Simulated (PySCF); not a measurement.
Polarisability and C₆ of Ni⁺ (nickel, charge +1)

[Ar] 3d9, 2D determinant. All numbers are calculated (PySCF 2.14, scalar relativity by spin-free X2C-1e, in ANO-RCC-VTZP). Coupled (time-dependent) response in atomic units; α is the mean over directions. The basis has no added diffuse functions, which lowers α and C₆.

```tsv
method	mean α (bohr³)	α xx, yy, zz	C₆ (like pair)	S(−4)
wB97M-V	7.359	7.215, 7.215, 7.647	21.27	73.59
```

S(−4) is the Cauchy moment in α(ω) = α(0) + S(−4) ω² + …

α(iu) at wB97M-V:

```csv
u (hartree),α(iu) (bohr³)
0,7.359
0.0500,7.181
0.100,6.714
0.200,5.470
0.300,4.403
0.500,3.151
0.750,2.437
1.00,2.058
1.50,1.607
2.00,1.299
3.00,0.8759
5.00,0.4470
```

For an ion, C₆ is the dispersion term alone; charge-induced terms of lower order in 1/R come first.

The components differ because the open shell of this determinant is not spherical; for a pure term their mean is the scalar polarisability.
